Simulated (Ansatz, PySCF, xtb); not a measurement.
Reaction (SMILES): [SiH3]c1cccnc1 + 10 [H][H] (H2) -> 5 C (CH4) + N (NH3) + [SiH4] (SiH4)
Structures are relaxed separately at B3LYP-D3(BJ)/def2-TZVP in Ansatz (a quantum-chemistry and plane-wave program). Unstable Hartree-Fock reference: [SiH3]c1cccnc1.

Wanted: energy of full hydrogenation (0 K, with B3LYP-D3(BJ) harmonic zero-point energies from PySCF), in eV. Valence correlation only, unless marked. Spin-orbit coupling is left out. No relativistic terms. CBS marks a two-point X^-3 extrapolation of the correlation energy; Hartree-Fock from the larger set. The bracket is a focal-point correction in the basis named.

```json
[
 {"level": "GFN2-xTB", "program": "xtb", "energy of full hydrogenation (eV)": "-7.06", "minus last row": "-1.48"},
 {"level": "HF/6-31G*", "program": "Ansatz", "energy of full hydrogenation (eV)": "-7.09", "minus last row": "-1.51"},
 {"level": "RI-HF/aug-cc-pV(Q+d)Z", "program": "Ansatz", "energy of full hydrogenation (eV)": "-6.69", "minus last row": "-1.11"},
 {"level": "PBE-D4/def2-TZVPD", "program": "Ansatz + dftd4", "energy of full hydrogenation (eV)": "-5.23", "minus last row": "0.35"},
 {"level": "revPBE-D4/def2-TZVPD", "program": "Ansatz + dftd4", "energy of full hydrogenation (eV)": "-4.58", "minus last row": "1.00"},
 {"level": "r2SCAN/def2-TZVPD", "program": "Ansatz", "energy of full hydrogenation (eV)": "-5.49", "minus last row": "0.09"},
 {"level": "B97M-V/def2-TZVPD", "program": "Ansatz", "energy of full hydrogenation (eV)": "-5.92", "minus last row": "-0.34"},
 {"level": "PBE0/def2-TZVPD", "program": "Ansatz", "energy of full hydrogenation (eV)": "-6.08", "minus last row": "-0.50"},
 {"level": "PBE0/def2-QZVPP", "program": "Ansatz", "energy of full hydrogenation (eV)": "-6.19", "minus last row": "-0.61"},
 {"level": "BHLYP-D4/def2-TZVPD", "program": "Ansatz + dftd4", "energy of full hydrogenation (eV)": "-6.06", "minus last row": "-0.48"},
 {"level": "HSE06-D3(BJ)/def2-TZVPD", "program": "Ansatz + dftd3", "energy of full hydrogenation (eV)": "-5.90", "minus last row": "-0.32"},
 {"level": "B2PLYP-D3(BJ)/def2-TZVPD", "program": "Ansatz + dftd3", "energy of full hydrogenation (eV)": "-5.27", "minus last row": "0.31"},
 {"level": "MP2/6-31G", "program": "Ansatz", "energy of full hydrogenation (eV)": "-4.55", "minus last row": "1.03"},
 {"level": "SCS-MP2/aug-cc-pV(D+d)Z", "program": "Ansatz", "energy of full hydrogenation (eV)": "-5.66", "minus last row": "-0.08"},
 {"level": "SCS-MP2/cc-pV(D+d)Z", "program": "Ansatz", "energy of full hydrogenation (eV)": "-5.42", "minus last row": "0.16"},
 {"level": "SCS-MP2/cc-pV(T+d)Z", "program": "Ansatz", "energy of full hydrogenation (eV)": "-5.47", "minus last row": "0.11"},
 {"level": "CCSD/aug-cc-pV(T+d)Z", "program": "Ansatz", "energy of full hydrogenation (eV)": "-6.10", "minus last row": "-0.52"},
 {"level": "CCSD(T)/6-31G*", "program": "Ansatz", "energy of full hydrogenation (eV)": "-4.31", "minus last row": "1.27"},
 {"level": "CCSD(T)/aug-cc-pV(T+d)Z", "program": "Ansatz", "energy of full hydrogenation (eV)": "-5.65", "minus last row": "-0.07"},
 {"level": "RI-MP2/CBS(cc-pV(T+d)Z,cc-pV(Q+d)Z)+[CCSD(T)-MP2]/cc-pV(T+d)Z", "program": "Ansatz", "energy of full hydrogenation (eV)": "-5.57", "minus last row": "0.01"},
 {"level": "CCSD(T)/CBS(cc-pV(T+d)Z,cc-pV(Q+d)Z)", "program": "Ansatz", "energy of full hydrogenation (eV)": "-5.58", "minus last row": "0.00"}
]
```
